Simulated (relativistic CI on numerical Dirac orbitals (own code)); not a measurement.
**Ge III: what numerical and physical settings do to a radial Dirac CI calculation**

Reference input:

```
atom Ge  Z=32  charge=2  electrons=30
nucleus A=74  rms_radius_fm=4.0742
hamiltonian dirac-coulomb  breit=on  qed=on  c_scale=1
orbitals kli  potential=per-configuration
slater_scale 1
correlation none
mixing on
grid step=0.0125 r_max=49.7
scf mixing=0.4 start=green max_iterations=150 tolerance=2e-08 node_fill=0.05
configurations
  [Ar] 3d10 4s2
  [Ar] 3d10 4s 4p
end
```

Computed lowest total energy -2095.05860 Ha, first excitation 50904.3 cm⁻¹, 24 SCF steps. Runs with settings changed; * marks those that are bad on purpose:

| Changed | Outcome | Lowest level | ΔE (Ha) | First excitation (cm⁻¹) | SCF steps | Message |
| --- | --- | --- | --- | --- | --- | --- |
| node fill of the KLI weights 0.2 | converged | 4s² ¹S0 | 0.00506 | 50963.9 | 24 |  |
| grid step 0.006, nuclear radius 4.4816 fm, node fill of the KLI weights 0.2 | converged | 4s² ¹S0 | 0.00756 | 50963.6 | 24 |  |
| Slater scale 1.2 | converged | 4s² ¹S0 | 0 | 48847.5 | 24 |  |
| SCF tolerance 0.0001 | converged | 4s² ¹S0 | -2.51e-06 | 50905.4 | 16 |  |
| node fill of the KLI weights 50 * | converged | 4s² ¹S0 | 0.486 | 53029.4 | 28 |  |
| charge 4 * | refused |  |  |  | 0 | configuration [Ar] 3d10 4s2 has 30 electrons, the ion has 28 |

With so few configurations and no correlation, terms lie too far apart (by 10 to 50 % near neutrality), their order can be wrong, and levels of other configurations are missing.
